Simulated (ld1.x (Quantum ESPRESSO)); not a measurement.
Configuration tests for Si (Z = 14) (TM)

```
Element                 : Si (Z = 14)
Generator               : ld1.x (Quantum ESPRESSO) 7.5
Type                    : norm-conserving Troullier–Martins (Kleinman–Bylander form)
Functional              : PBE
Relativity              : scalar-relativistic
Frozen core             : [Ne]
Valence charge          : 4
Reference configuration : 3s2 3p2
Partial waves           : 3s (bound): rc 1.85 bohr; 3p (bound): rc 2.45 bohr; 3d channel at 0.1 Ry: rc 2.00 bohr
Local potential         : the d channel
Core correction         : a·sin(br)/r model core inside 1.05 bohr
```

Energies are relative to the spin-unpolarised reference configuration 3s2 3p2; without spin polarisation the order of configurations can differ from experiment.

```tsv
valence configuration	charge	ΔE all-electron (eV)	error AE − PS (meV)
3s2 3p1	+1	7.740	+2.9
3s2 3p0	+2	23.733	+21
3s2 3p1.5	+0.5	2.921	+0.4
3s1 3p2	+1	15.171	+7.0
3s2 3p2.3	-0.3	-0.930	+0.1
3s1 3p3	0	6.814	-0.3
```

(1) What are ΔE and the potential's error for 3s1 3p0?

Levels in the configuration 3s2 3p1.5:

```
level  all-electron (eV)  pseudo (eV)
   3s            -14.728      -14.723
   3p             -7.677       -7.674
```

## Answers

(1) ΔE = 57.704 eV all-electron; the error (AE − PS) is +77 meV.
